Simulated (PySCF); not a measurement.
Si(H)(F) anion (FHSi), SMILES [SiH]F (connectivity only; charge and spin as stated), charge -1, multiplicity 2.

Geometry: B3LYP-D3(BJ)/def2-TZVPD. The spin state was assumed, not searched. The isomer is the one that the SMILES or the coordinates give; other isomers of the formula were not compared.

Two levels are set side by side: PBE/def2-TZVPD (PySCF) and B3LYP/def2-TZVPD (PySCF). Same geometry, gas phase. Differences are taken from unrounded values.

```
quantity                      PBE
---------------------------  ----
α-spin orbital gap (eV)      1.88
β-spin orbital gap (eV)      2.92
mean polarisability (bohr³)  73.1
```

Problem. These are the PBE values. What does B3LYP give? (The exact figures need the calculation; the answer reports its results.)

Solution. 
```csv
quantity,B3LYP,PBE minus B3LYP
α-spin orbital gap (eV),2.92,-1.04
β-spin orbital gap (eV),4.27,-1.35
mean polarisability (bohr³),69.5,3.7
```

Loosely held outer electrons make PBE densities more polarisable. Differences between two approximate levels are no errors against the true value.

Rough cost on one machine, each run with all the roots and properties that it gave: B3LYP against PBE within a factor of 2.
